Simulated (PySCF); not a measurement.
CH7F2NSi2, SMILES CN([SiH2]F)[SiH2]F.

Geometry optimised at r2SCAN-D4/def2-SVP. The structure was generated by enumeration, and PubChem lists no compound with its InChIKey, so it may never have been made. The values are those of a single conformer.

Two levels are set side by side: PBE/def2-TZVP (PySCF) and B3LYP/def2-TZVP (PySCF). Same geometry, gas phase. Differences are taken from unrounded values.

```
quantity                     B3LYP
---------------------------  -----
orbital gap (eV)              7.87
highest occupied level (eV)  -7.74
lowest empty level (eV)       0.13
dipole moment (D)             0.90
mean polarisability (bohr³)   67.0
```

**Question.** What does PBE give, and how far is it from B3LYP? (Estimate from the structure and the level; the computed values follow.)

**Answer.** 
| quantity | PBE | PBE minus B3LYP |
|---|---|---|
| orbital gap (eV) | 6.13 | -1.75 |
| highest occupied level (eV) | -6.63 | 1.10 |
| lowest empty level (eV) | -0.51 | -0.64 |
| dipole moment (D) | 0.95 | 0.05 |
| mean polarisability (bohr³) | 70.0 | 3.1 |

Without exact exchange PBE keeps part of each electron's self-repulsion, which lifts occupied levels and narrows the gap. Loosely held outer electrons make PBE densities more polarisable. Differences between two approximate levels are no errors against the true value.

Rough cost on one machine, each run with all the roots and properties that it gave: B3LYP against PBE within a factor of 2.
